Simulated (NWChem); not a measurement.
All runs are NWChem calculations. System: C₂H₅Al, charge 1, spin multiplicity 2, at the geometry of a parent with another charge or spin, in a state set for the comparison that need not be this species' ground state. Its SCF solution wasn't tested for a lower state.

The NWChem input:

```
start mol
memory heap 200 mb stack 900 mb global 1100 mb
charge 1
geometry units angstroms nocenter noautoz noautosym
  Al    -1.177174     0.190249     0.000000
  H     -1.250897     1.791920     0.000000
  H     -2.509139    -0.699852     0.000000
  C      0.601721    -0.621845     0.000000
  C      1.715572     0.149905     0.000000
  H      0.759598    -1.718475     0.000000
  H      2.739582    -0.270012     0.000000
  H      1.660358     1.254820     0.000000
end
basis spherical
  * library 6-31g*
end
dft
  xc xpbe96 cpbe96
  odft
  mult 2
  semidirect memsize 60000000 filesize 0
  iterations 100
end
task dft energy
```

The output up to the point where the run's verdict is printed (cleaned and shortened):

```
             Northwest Computational Chemistry Package (NWChem) 7.3.0
             --------------------------------------------------------

                                NWChem Input Module
                                -------------------

 Scaling coordinates for geometry "geometry" by  1.889725989
 (inverse scale =  0.529177249)

                             Geometry "geometry" -> ""
                             -------------------------

 Output coordinates in angstroms (scale by  1.889725989 to convert to a.u.)

  No.       Tag          Charge          X              Y              Z
 ---- ---------------- ---------- -------------- -------------- --------------
    1 Al                  13.0000    -1.17717400     0.19024900     0.00000000
    2 H                    1.0000    -1.25089700     1.79192000     0.00000000
    3 H                    1.0000    -2.50913900    -0.69985200     0.00000000
    4 C                    6.0000     0.60172100    -0.62184500     0.00000000
    5 C                    6.0000     1.71557200     0.14990500     0.00000000
    6 H                    1.0000     0.75959800    -1.71847500     0.00000000
    7 H                    1.0000     2.73958200    -0.27001200     0.00000000
    8 H                    1.0000     1.66035800     1.25482000     0.00000000

 Effective nuclear repulsion energy (a.u.)      83.0118412774

            Nuclear Dipole moment (a.u.)
            ----------------------------
        X                 Y               Z
 ---------------- ---------------- ----------------
    -0.0000037795    -0.0000037795     0.0000000000


 Summary of "ao basis" -> "" (spherical)
 ------------------------------------------------------------------------------
       Tag                 Description            Shells   Functions and Types
 ---------------- ------------------------------  ------  ---------------------
 *                           6-31g*                   on all atoms

  pbe96 is a nonlocal functional; adding pw91lda local functional.

                                 NWChem DFT Module
                                 -----------------
[...]
 d= 0,ls=0.5,diis    75   -320.9541586674 -2.79D-05  5.91D-05  7.88D-05    50.2
                                                     6.25D-05  1.03D-04
 d= 0,ls=0.5,diis    76   -320.9541499733  8.69D-06  2.30D-05  1.23D-04    50.9
                                                     5.71D-05  1.37D-04
 d= 0,ls=0.5,diis    77   -320.9541753295 -2.54D-05  1.29D-05  1.17D-04    51.5
                                                     5.74D-05  1.34D-04
 d= 0,ls=0.5,diis    78   -320.9542103596 -3.50D-05  2.26D-05  1.03D-04    52.1
                                                     5.60D-05  1.23D-04
 d= 0,ls=0.5,diis    79   -320.9542311174 -2.08D-05  2.34D-05  1.09D-04    52.7
                                                     5.43D-05  1.27D-04
 d= 0,ls=0.5,diis    80   -320.9542501801 -1.91D-05  3.01D-05  1.16D-04    53.4
                                                     6.90D-05  1.31D-04
 d= 0,ls=0.5,diis    81   -320.9543199601 -6.98D-05  4.14D-05  6.32D-05    54.0
                                                     5.94D-05  8.89D-05
 d= 0,ls=0.5,diis    82   -320.9543262600 -6.30D-06  6.56D-05  9.32D-05    54.6
                                                     6.02D-05  1.10D-04
 d= 0,ls=0.5,diis    83   -320.9543001747  2.61D-05  5.87D-05  1.61D-04    55.3
                                                     5.45D-05  1.61D-04
 d= 0,ls=0.5,diis    84   -320.9542702884  2.99D-05  2.50D-05  2.26D-04    55.9
                                                     4.77D-05  2.09D-04
 d= 0,ls=0.5,diis    85   -320.9542807412 -1.05D-05  2.85D-05  2.33D-04    56.5
                                                     4.62D-05  2.19D-04
 d= 0,ls=0.5,diis    86   -320.9542776372  3.10D-06  1.10D-05  2.59D-04    57.2
                                                     4.80D-05  2.41D-04
 d= 0,ls=0.5,diis    87   -320.9543160949 -3.85D-05  1.34D-05  2.28D-04    57.8
                                                     5.07D-05  2.21D-04
 d= 0,ls=0.5,diis    88   -320.9543650051 -4.89D-05  4.02D-05  1.89D-04    58.4
                                                     6.42D-05  1.92D-04
 d= 0,ls=0.5,diis    89   -320.9544436188 -7.86D-05  1.25D-05  1.18D-04    59.0
                                                     5.98D-05  1.38D-04
 d= 0,ls=0.5,diis    90   -320.9544868709 -4.33D-05  8.58D-05  1.02D-04    59.6
                                                     9.71D-05  1.22D-04
 d= 0,ls=0.5,diis    91   -320.9545893062 -1.02D-04  3.30D-05  1.89D-05    60.2
                                                     8.25D-05  4.92D-05
 d= 0,ls=0.5,diis    92   -320.9546405872 -5.13D-05  6.18D-05  5.16D-06    60.8
                                                     7.26D-05  3.11D-05
 d= 0,ls=0.5,diis    93   -320.9546585717 -1.80D-05  2.13D-05  2.20D-05    61.4
                                                     6.76D-05  4.64D-05
 d= 0,ls=0.5,diis    94   -320.9546900178 -3.14D-05  6.37D-05  1.99D-05    62.0
                                                     6.88D-05  4.40D-05
 d= 0,ls=0.5,diis    95   -320.9546929313 -2.91D-06  1.95D-05  5.19D-05    62.7
                                                     6.94D-05  7.08D-05
 d= 0,ls=0.5,diis    96   -320.9547390938 -4.62D-05  7.46D-06  2.80D-05    63.3
                                                     6.88D-05  5.21D-05
 d= 0,ls=0.5,diis    97   -320.9547761571 -3.71D-05  4.86D-06  1.94D-05    63.9
                                                     7.09D-05  4.38D-05
 d= 0,ls=0.5,diis    98   -320.9548137475 -3.76D-05  4.81D-05  1.21D-05    64.5
                                                     9.00D-05  3.63D-05
 d= 0,ls=0.5,diis    99   -320.9548619325 -4.82D-05  1.65D-05  1.29D-06    65.1
                                                     7.97D-05  1.87D-05
 d= 0,ls=0.5,diis   100   -320.9548979725 -3.60D-05  1.21D-05  8.99D-07    65.7
                                                     8.64D-05  1.78D-05
```

The run did not converge; its last values are not results. The next line reads: Calculation failed to converge. NWChem stopped with the message: dft energy failed.
